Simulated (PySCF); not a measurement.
A simulated first-order isotropic EPR spectrum at 33.84 GHz has these lines.

| field (mT) | relative intensity |
| --- | --- |
| 1206.58 | 1 |
| 1206.85 | 1 |
| 1206.96 | 2 |
| 1207.05 | 2 |
| 1207.24 | 2 |
| 1207.33 | 3 |
| 1207.44 | 4 |
| 1207.53 | 1 |
| 1207.62 | 1 |
| 1207.71 | 4 |
| 1207.81 | 3 |
| 1207.91 | 2 |
| 1208.09 | 2 |
| 1208.19 | 2 |
| 1208.29 | 1 |
| 1208.57 | 1 |

Q: Find the g value from the centre of the pattern.

A: The pattern is symmetric about 1207.57 mT, so g = hν/(μB·B0) = 33840/(13.99624 × 1207.57) = 2.0022, a shift of -0.1 × 10⁻³ from the free-electron value.

Q: Which couplings and how many nuclei make this pattern?

A: The first two lines at either end are about 0.28 mT apart, which is the smallest coupling, and their intensity ratio 1:1 counts the nuclei that share it. In full: a 1:2:1 triplet of 0.48 mT (13 MHz), from 2 nuclei of spin 1/2; a 1:2:1 triplet of 0.38 mT (11 MHz), from 2 nuclei of spin 1/2; a 1:1 doublet of 0.28 mT (8 MHz), from 1 nucleus of spin 1/2. Check: Σ 2nI·a is the distance from the first to the last line, 2.00 mT. Of 18 lines 2 fall within 0.012 mT of others and were merged.

Q: The radical has the formula C7H5N2. Propose a structure, and say which nuclei carry the couplings.

A: The pattern alone needn't single out one isomer; the structure behind this simulation is `[CH]=C1CC(C#N)(C#N)C1` [radical], numbered [CH:1]=[C:2]1[CH2:3][C:4]([C:5]#[N:6])([C:7]#[N:8])[CH2:9]1 (hydrogens: H10 on C1; H11, H12 on C3; H13, H14 on C9). 0.48 mT: 1H at H13/H14 (3 bonds from C1, on C9 of spin population +0.11; computed sign −); 0.38 mT: 1H at H11/H12 (3 bonds from C1; computed sign −); 0.28 mT: 1H at H10 (1 bond from C1; computed sign +). The Mulliken spin populations are largest on C1 (+1.03), C2 (-0.19), C9 (+0.11) and C3 (+0.07). No atom but C1 exceeds +0.15. The positive populations add up to 1.22 and the negative ones to -0.22, together 2S = 1.

Method used: UKS B3LYP, pcH-1 on C H N, non-relativistic, mean-field spin-orbit, GIAO (PySCF 2.14.0). Isolated species at its GFN2-xTB geometry, gas phase. Couplings are sensitive to structure, and on GFN2-xTB geometries they can be far from those on DFT ones. No stability test was run, so a lower SCF solution isn't excluded.

Rare isotopes and splittings under 0.04 mT were left out of the simulation.

The run took 1.8 min (with the writing of density and orbital grids) on an AMD EPYC with one thread (shared host), and the process peaked at 0.97 GiB of memory.
